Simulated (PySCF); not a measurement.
PySCF job for (1S)-1-bromo-1-chloroethane (C₂H₄BrCl), SMILES Br[C@H](Cl)C, TDA-PBE/def2-SVPD. The structure is a stationary point at B3LYP-D3(BJ)/def2-SVP.

```python
import numpy as np
from pyscf import gto, scf, dft, tdscf

mol = gto.M(
    atom='''
    C    -1.67011952   -1.03216461    0.28897817
    C    -0.21726613   -0.66073005    0.48058298
    Cl    0.85336120   -1.71273077   -0.50099936
    Br    0.07986257    1.24060128    0.04709835
    H    -1.96699370   -0.90167519   -0.76117810
    H    -1.81728914   -2.08651645    0.57070276
    H    -2.30802230   -0.39822395    0.92247329
    H     0.11428886   -0.76083817    1.51918234
    ''',
    basis='def2-SVPD',
    charge=0,
    spin=0,
    max_memory=1600,
    verbose=4,
)
mf = dft.RKS(mol, xc='pbe').density_fit(auxbasis='def2-universal-jkfit')
mf.grids.level = 3
mf.conv_tol = 1e-9
mf.max_cycle = 100
mf.kernel()
mf.grids = dft.Grids(mol).set(level=1).build(with_non0tab=True)  # coarser grid for the response kernel
td = tdscf.TDA(mf)
td.singlet = True
td.nstates = 10
td.conv_tol = 1e-4
td.positive_eig_threshold = 1e-6
td.kernel(x0=td.get_init_guess(mf, 15))
td.analyze()
tt = tdscf.TDA(mf)
tt.singlet = False
tt.nstates = 4
tt.conv_tol = 1e-4
tt.positive_eig_threshold = 1e-6
tt.kernel(x0=tt.get_init_guess(mf, 9))
tt.analyze(verbose=3)
```

Program output:

```
PySCF version 2.14.0

[INPUT] verbose = 4
[INPUT] num. atoms = 8
[INPUT] num. electrons = 68
[INPUT] charge = 0
[INPUT] spin (= nelec alpha-beta = 2S) = 0
[INPUT] symmetry False subgroup None
[INPUT] Mole.unit = angstrom
[INPUT] Symbol           X                Y                Z      unit          X                Y                Z       unit  Magmom
[INPUT]  1 C     -1.670119520000  -1.032164610000   0.288978170000 AA   -3.156068488090  -1.950508428369   0.546089597278 Bohr   0.0
[INPUT]  2 C     -0.217266130000  -0.660730050000   0.480582980000 AA   -0.410573481844  -1.248598836770   0.908170212327 Bohr   0.0
[INPUT]  3 Cl     0.853361200000  -1.712730770000  -0.500999360000 AA    1.612618953330  -3.236592080415  -0.946751578982 Bohr   0.0
[INPUT]  4 Br     0.079862570000   1.240601280000   0.047098350000 AA    0.150918384904   2.344396648985   0.089002982419 Bohr   0.0
[INPUT]  5 H     -1.966993700000  -0.901675190000  -0.761178100000 AA   -3.717079381745  -1.703919162415  -1.438418141017 Bohr   0.0
[INPUT]  6 H     -1.817289140000  -2.086516450000   0.570702760000 AA   -3.434178763746  -3.942944644900   1.078471914933 Bohr   0.0
[INPUT]  7 H     -2.308022300000  -0.398223950000   0.922473290000 AA   -4.361530036389  -0.752534201742   1.743221875326 Bohr   0.0
[INPUT]  8 H      0.114288860000  -0.760838170000   1.519182340000 AA    0.215974644489  -1.437775766415   2.870838555876 Bohr   0.0

nuclear repulsion = 314.631534952529
number of shells = 58
number of NR pGTOs = 228
number of NR cGTOs = 140
basis = def2-SVPD
ecp = {}


[settings echo left out]
init E= -3110.84357561802
  HOMO = -0.292704286027179  LUMO = -0.0846512064798435  gap/eV = 5.66141
cycle= 1 E= -3111.76273815001  delta_E= -0.919  |g|= 0.369  |ddm|=  3.6
  HOMO = -0.23959040470354  LUMO = -0.0748926101081615  gap/eV = 4.48166
cycle= 2 E= -3111.72741962134  delta_E= 0.0353  |g|= 0.517  |ddm|= 1.01
  HOMO = -0.249647259285109  LUMO = -0.0617038802516734  gap/eV = 5.11420
cycle= 3 E= -3111.79163507914  delta_E= -0.0642  |g|= 0.106  |ddm|= 0.626
  HOMO = -0.254770608726423  LUMO = -0.0721533023192533  gap/eV = 4.96927
cycle= 4 E= -3111.79382665744  delta_E= -0.00219  |g|= 0.0438  |ddm|= 0.162
  HOMO = -0.256397357172944  LUMO = -0.0709369025561042  gap/eV = 5.04664
cycle= 5 E= -3111.79434327788  delta_E= -0.000517  |g|= 0.00683  |ddm|= 0.0664
  HOMO = -0.255420529268746  LUMO = -0.0703423163266557  gap/eV = 5.03623
cycle= 6 E= -3111.7943570518  delta_E= -1.38e-05  |g|= 0.0025  |ddm|= 0.0148
  HOMO = -0.255744710281308  LUMO = -0.0705635154006425  gap/eV = 5.03904
cycle= 7 E= -3111.79435865378  delta_E= -1.6e-06  |g|= 0.000332  |ddm|= 0.00435
  HOMO = -0.255719382953347  LUMO = -0.0705545965704357  gap/eV = 5.03859
cycle= 8 E= -3111.7943586744  delta_E= -2.06e-08  |g|= 0.000147  |ddm|= 0.000727
  HOMO = -0.255724767144423  LUMO = -0.0705567665115749  gap/eV = 5.03868
cycle= 9 E= -3111.79435868122  delta_E= -6.82e-09  |g|= 2.76e-05  |ddm|= 0.000286
  HOMO = -0.255724650960977  LUMO = -0.0705570675665816  gap/eV = 5.03867
cycle= 10 E= -3111.79435868148  delta_E= -2.61e-10  |g|= 5.61e-06  |ddm|= 5.21e-05
  HOMO = -0.255724224047267  LUMO = -0.0705568942485586  gap/eV = 5.03866
Extra cycle  E= -3111.79435868147  delta_E= 1.09e-11  |g|= 6.61e-06  |ddm|= 2.14e-05
converged SCF energy = -3111.79435868147
tot grids = 33896
Overwritten attributes  positive_eig_threshold  of <class 'pyscf.tdscf.rks.TDA'>


******** <class 'pyscf.tdscf.rks.TDA'> for <class 'pyscf.df.df_jk.DFRKS'> ********
nstates = 10 singlet
deg_eia_thresh = 1.000e-03
wfnsym = None
conv_tol = 0.0001
eigh lindep = 1e-12
eigh level_shift = 0
eigh max_cycle = 100


Excitation energies (eV)
[5.38258    5.42870199 5.82998678 6.12084033 6.3393936  6.48288423
 6.87573131 6.94579846 7.18400895 7.3281002 ]

** Singlet excitation energies and oscillator strengths **
Excited State   1:      5.38258 eV    230.34 nm  f=0.0020
      33 -> 35       -0.57137
      34 -> 35       -0.39998
Excited State   2:      5.42870 eV    228.39 nm  f=0.0180
      33 -> 35       -0.39492
      34 -> 35        0.57196
Excited State   3:      5.82999 eV    212.67 nm  f=0.0025
      31 -> 35        0.12324
      32 -> 35        0.67949
Excited State   4:      6.12084 eV    202.56 nm  f=0.0115
      31 -> 35        0.55998
      33 -> 36        0.10382
      34 -> 36       -0.39954
Excited State   5:      6.33939 eV    195.58 nm  f=0.0032
      33 -> 36       -0.63568
      34 -> 36       -0.26786
Excited State   6:      6.48288 eV    191.25 nm  f=0.0494
      31 -> 35       -0.37810
      33 -> 36        0.25757
      34 -> 36       -0.50787
Excited State   7:      6.87573 eV    180.32 nm  f=0.0426
      34 -> 37       -0.70519
Excited State   8:      6.94580 eV    178.50 nm  f=0.0488
      33 -> 37        0.70371
Excited State   9:      7.18401 eV    172.58 nm  f=0.0034
      32 -> 36       -0.69084
Excited State  10:      7.32810 eV    169.19 nm  f=0.0162
      30 -> 35       -0.14490
      31 -> 36       -0.66784

** Transition electric dipole moments (AU) **
state          X           Y           Z        Dip. S.      Osc.
  1        -0.0365      0.1171      0.0172      0.0153      0.0020
  2         0.1251     -0.3384     -0.0729      0.1355      0.0180
  3        -0.0006     -0.1319     -0.0083      0.0175      0.0025
  4        -0.0525      0.2642      0.0646      0.0767      0.0115
  5        -0.0963     -0.1014     -0.0369      0.0209      0.0032
  6         0.0034     -0.5567      0.0299      0.3108      0.0494
  7        -0.3608      0.3211      0.1401      0.2529      0.0426
  8         0.3089      0.3604      0.2480      0.2868      0.0488
  9         0.0787      0.0835      0.0788      0.0194      0.0034
 10         0.1112     -0.2742     -0.0521      0.0903      0.0162

** Transition velocity dipole moments (imaginary part, AU) **
state          X           Y           Z        Dip. S.      Osc.
  1        -0.0562      0.0153     -0.0453      0.0054      0.0183
  2         0.0260     -0.0399     -0.0528      0.0051      0.0169
  3         0.0073     -0.0120     -0.0017      0.0002      0.0006
  4         0.0066      0.0235     -0.0115      0.0007      0.0022
  5        -0.0399     -0.0142     -0.0170      0.0021      0.0060
  6        -0.0451     -0.0729      0.0432      0.0092      0.0258
  7        -0.0702      0.0645      0.0228      0.0096      0.0254
  8         0.0658      0.0733      0.0443      0.0117      0.0305
  9         0.0586      0.0105      0.0748      0.0092      0.0231
 10         0.0376      0.0034     -0.0130      0.0016      0.0040

** Transition magnetic dipole moments (imaginary part, AU) **
state          X           Y           Z
  1        -0.0422      0.0291      0.4515
  2        -0.5481     -0.0494     -0.6160
  3        -0.4559     -0.0392      0.3184
  4         0.1040      0.0334      0.0513
  5         0.0399      0.2293     -0.0057
  6        -0.4759      0.0422     -0.2917
  7        -0.2929     -0.0497     -0.6124
  8        -0.4277      0.2140      0.1744
  9         0.1848     -0.1711      0.0410
 10        -0.3305     -0.2054     -0.2753


******** <class 'pyscf.tdscf.rks.TDA'> for <class 'pyscf.df.df_jk.DFRKS'> ********
nstates = 4 triplet
deg_eia_thresh = 1.000e-03
wfnsym = None
conv_tol = 0.0001
eigh lindep = 1e-12
eigh level_shift = 0
eigh max_cycle = 100


Excitation energies (eV)
[4.75629813 4.8131049  5.54903658 5.64422996]

** Triplet excitation energies and oscillator strengths **
Excited State   1:      4.75630 eV    260.67 nm  f=0.0000
Excited State   2:      4.81310 eV    257.60 nm  f=0.0000
Excited State   3:      5.54904 eV    223.43 nm  f=0.0000
Excited State   4:      5.64423 eV    219.67 nm  f=0.0000
```

The run converged.

Cost: about 30 core-seconds (a rough figure).
